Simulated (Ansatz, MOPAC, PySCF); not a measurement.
System: GeH (charge 0, doublet). SMILES: [GeH]
Geometry: optimised at B3LYP-D3(BJ)/def2-TZVP (Ansatz, an electronic-structure program).

Unscaled harmonic wavenumbers (cm⁻¹) in rising order, each level at the stationary point that it reaches from this structure (no distance between atoms moves by over 0.3 Å); the order of modes can differ between levels, and a negative number is imaginary. B3LYP-D3(BJ)/def2-TZVP (PySCF, at the structure above): 1870.

PM7 (MOPAC): 1808. Zero-point energy 2.6 against 2.7 kcal/mol; where all levels lie over 400 cm⁻¹, the wavenumbers are on average 0.967 times those of B3LYP-D3(BJ)/def2-TZVP.

HF/3-21G (Ansatz): 1897. Zero-point energy 2.7 against 2.7 kcal/mol; where all levels lie over 400 cm⁻¹, the wavenumbers are on average 1.014 times those of B3LYP-D3(BJ)/def2-TZVP.

HF/6-31G* with LANL2DZ past Ar (Ansatz): 1880. Zero-point energy 2.7 against 2.7 kcal/mol; where all levels lie over 400 cm⁻¹, the wavenumbers are on average 1.005 times those of B3LYP-D3(BJ)/def2-TZVP.

B3LYP/6-31G* with LANL2DZ past Ar (Ansatz): 1788. Zero-point energy 2.6 against 2.7 kcal/mol; where all levels lie over 400 cm⁻¹, the wavenumbers are on average 0.956 times those of B3LYP-D3(BJ)/def2-TZVP.
